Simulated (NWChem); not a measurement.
System meant: arsine (AsH₃); SMILES [AsH3]

NWChem input:

```
start job
memory heap 200 mb stack 900 mb global 1100 mb
geometry units angstroms noautoz
  As     0.005801    -0.004148     0.052791
  H     -1.293829     0.413383    -0.626293
  H      0.827634     0.937993    -0.819900
  H      0.203798    -1.163097    -0.917904
end
basis spherical
  * library def2-svp
end
dft
  xc b3lyp
  iterations 150
end
tddft
  cis
  nroots 4
  notriplet
end
task tddft energy
```

End of the output:

```
 Vector   21  Occ=0.000000D+00  E= 5.309139D-02  Symmetry=a
              MO Center= -2.5D-09,  2.1D-10, -6.0D-01, r^2= 4.3D+00
   Bfn.  Coefficient  Atom+Function         Bfn.  Coefficient  Atom+Function
  ----- ------------  ---------------      ----- ------------  ---------------
     5      1.319783  1 As s                 17     -1.125798  1 As pz
    34     -1.057072  2 H  s                 39     -1.057072  3 H  s
    44     -1.057072  4 H  s                  4      0.718439  1 As s
     3     -0.337357  1 As s                 14     -0.221573  1 As pz
    11      0.142306  1 As pz                33     -0.078462  2 H  s

 center of mass
 --------------
 x =   0.00000000 y =   0.00000000 z =   0.07143279

 moments of inertia (a.u.)
 ------------------
          16.135498355581           0.000000000000           0.000000000000
           0.000000000000          16.135498355581           0.000000000000
           0.000000000000           0.000000000000          17.323071791899

     Multipole analysis of the density
     ---------------------------------

     L   x y z        total         alpha         beta         nuclear
     -   - - -        -----         -----         ----         -------
     0   0 0 0     -0.000000    -18.000000    -18.000000     36.000000

     1   1 0 0      0.000000      0.000000      0.000000      0.000000
     1   0 1 0     -0.000000     -0.000000     -0.000000      0.000000
     1   0 0 1     -0.149167     -0.074584     -0.074584      0.000000

     2   2 0 0    -14.585023    -11.589654    -11.589654      8.594286
     2   1 1 0      0.000000      0.000000      0.000000      0.000000
     2   1 0 1     -0.000000     -0.000000     -0.000000      0.000000
     2   0 2 0    -14.585023    -11.589654    -11.589654      8.594286
     2   0 1 1      0.000000      0.000000      0.000000      0.000000
     2   0 0 2    -15.928345    -11.500308    -11.500308      7.072270

 ------------------------------------------------------------------------
 tddft_init: non-Abelian symmetry not permitted                   0
 ------------------------------------------------------------------------
 ------------------------------------------------------------------------
  current input line :
    21: task tddft energy
 ------------------------------------------------------------------------
 ------------------------------------------------------------------------
 There is an error related to the specified geometry
 ------------------------------------------------------------------------
 For more information see the NWChem manual at https://nwchemgit.github.io

0:tddft_init: non-Abelian symmetry not permitted:Received an Error in Communication
```

### Question
What is wrong, and how is it mended?

### Answer
The run crashed. Cause: the TDDFT module takes Abelian point groups alone, and the geometry was found to have a non-Abelian one. This input runs:
```
start job
memory heap 200 mb stack 900 mb global 1100 mb
geometry units angstroms noautosym nocenter noautoz
  As     0.005801    -0.004148     0.052791
  H     -1.293829     0.413383    -0.626293
  H      0.827634     0.937993    -0.819900
  H      0.203798    -1.163097    -0.917904
end
basis spherical
  * library def2-svp
end
dft
  xc b3lyp
  iterations 150
end
tddft
  cis
  nroots 4
  notriplet
end
task tddft energy
```
It converges to -2237.43014 Ha (B3LYP/def2-SVP, TDA).
